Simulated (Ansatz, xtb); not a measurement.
**C3H8OSSi: which of two isomers lies lower**

Structure X: `C[SiH2][C@@H](S)C=O`, a singlet. Structure Y: `C[Si](C)(S)C=O`, a singlet. Both are isolated molecules in the gas phase, relaxed with r2SCAN-D4/def2-SVP; each stands in its lowest conformer found.

Task: Estimate E(Y) − E(X) at the level CCSD(T)/def2-SVP + ΔMP2/def2-TZVPP.

Result: Calculated at CCSD(T)/def2-SVP + ΔMP2/def2-TZVPP: E(Y) − E(X) = −1.095 eV, so structure Y lies lower.

How the difference moves with the method:

| level | geometry | E(Y) − E(X) (eV) | departure from the last row (eV) | job, with rough time for the two |
| --- | --- | --- | --- | --- |
| GFN2-xTB | GFN2-xTB | +0.017 | +1.113 | optimisation, 0.2 s |
| HF/STO-3G | GFN2-xTB | −1.326 | −0.230 | single point, 0.38 s |
| r2SCAN-D4/def2-SVP//GFN2-xTB | GFN2-xTB | −0.995 | +0.100 | single point, 2.8 s |
| r2SCAN-D4/def2-SVP | r2SCAN-D4/def2-SVP | −0.986 | +0.109 | optimisation, 58 s |
| HF/def2-SVP | r2SCAN-D4/def2-SVP | −1.124 | −0.028 | part of the CCSD(T) run |
| MP2/def2-SVP | r2SCAN-D4/def2-SVP | −0.949 | +0.147 | part of the CCSD(T) run |
| CCSD(T)/def2-SVP | r2SCAN-D4/def2-SVP | −0.940 | +0.155 | single point |
| CCSD(T)/def2-SVP + ΔMP2/def2-TZVPP | r2SCAN-D4/def2-SVP | −1.095 |  | single point, 36 s |

As drawn, Y has 1 C–Si, 1 S–Si, 2 C–H in place of 1 C–S, 1 C–C, 2 Si–H.

GFN2-xTB finds them nearly level. The largest departure from CCSD(T)/def2-SVP + ΔMP2/def2-TZVPP is that of GFN2-xTB, 1.113 eV. The last row adds to CCSD(T) the change of the MP2 difference between the two basis sets, here −0.155 eV, a large step that makes the value less sure.

With thermal terms from frequencies at re-optimised GFN2-xTB minima (ideal gas, soft modes damped towards free rotors, one conformer each, 298.15 K, 1 atm): on the last row, ΔE + ΔZPE = −1.012, ΔH = −0.973, ΔG = −1.076 eV.

The correlated steps freeze 14 core orbitals. Mirror images aren't counted in ΔG. Run with Ansatz 0.2.0, xtb 6.7.1; the last row on 2 threads of Intel(R) Xeon(R) 6975P-C (Granite Rapids) on a shared host.
